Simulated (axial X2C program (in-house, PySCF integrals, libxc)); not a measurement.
**PbO: computed against measured constants**

Calculated with an in-house relativistic program for diatomic molecules. Spin-free means the one-electron spin-free X2C Hamiltonian; two-component (2c) means X2C with spin–orbit coupling and atomic mean-field two-electron Coulomb and Gaunt terms, so the difference of the two also holds small scalar two-electron terms. Basis: Pb dyall-cv3z [12s14p10d7f1g], O dyall-av3z [7s6p3d2f] (cores contracted in-house); Gaussian nuclei, density fitting, unrestricted open shells. Masses: Pb 207.977 u, O 15.995 u.

| Hamiltonian | level | Re (Å) | ωe (cm⁻¹) | ωexe (cm⁻¹) | De (eV) |
| --- | --- | --- | --- | --- | --- |
| spin-free | PBE0 | 1.900 | 787.8 | 2.73 | 4.73 |
| spin-free | HF | 1.865 | 875.4 | 2.73 | 0.931 |
| spin-free | MP2 | 1.952 | 722.9 | n/a | 5.70 |
| spin-free | CCSD | 1.913 | 784.2 | 2.65 | 4.44 |
| spin-free | CCSD(T) | 1.937 | 729.4 | 2.7 | 4.95 |
| spin-free | BP86 | 1.936 | 724.5 | 2.78 | 5.63 |
| 2c | BP86 | 1.938 | 712.7 | 2.94 | 4.48 |

De refers to Pb + O.

Correlated methods: 10 electrons correlated (number of frozen shells: Pb 5 s, 4 p, 3 d, 1 f; O 1 s), 262 virtual spin orbitals or spinors in MP2, 88 natural virtuals in coupled cluster.

Measured (Huber and Herzberg, Constants of Diatomic Molecules, 1979; state 1Σ+): Re (Å) 1.92181, ωe (cm⁻¹) 721, ωexe (cm⁻¹) 3.54.

**Question.** Work out the error of each level, computed minus measured.

**Answer.** 

```tsv
Hamiltonian	level	Re (Å)	ωe (cm⁻¹)	ωexe (cm⁻¹)
spin-free	PBE0	-0.022	66.8	-0.81
spin-free	HF	-0.057	154.4	-0.81
spin-free	MP2	0.030	1.9	n/a
spin-free	CCSD	-0.009	63.2	-0.89
spin-free	CCSD(T)	0.015	8.4	-0.84
spin-free	BP86	0.014	3.5	-0.76
2c	BP86	0.016	-8.3	-0.60
```

Occupations by symmetry block were frozen at the best pattern of an incomplete PBE0 search. The closed shell is kept restricted, so the energy runs too high when the bond is stretched far. Dissociation energies refer to the lowest single-determinant-based atoms at the same level and basis. Coupled cluster ran in a truncated set of natural virtual spinors; the MP2 energy of the rest was added. (T) has no such correction and the atoms are truncated less, which lowers De at CCSD(T) by a hundredth of an eV or more. The 2c atoms are single determinants rather than J levels; their spin–orbit lowering is only partly caught, and De is too large by that part. This holds for BP86. The functionals have no current-density term, which raises determinants with orbital currents, atoms included. The T1 diagnostic is large, a sign of multireference character. With the outer-core shells frozen, correlated bond lengths of heavy atoms tend to come out a few hundredths of an ångström too long.
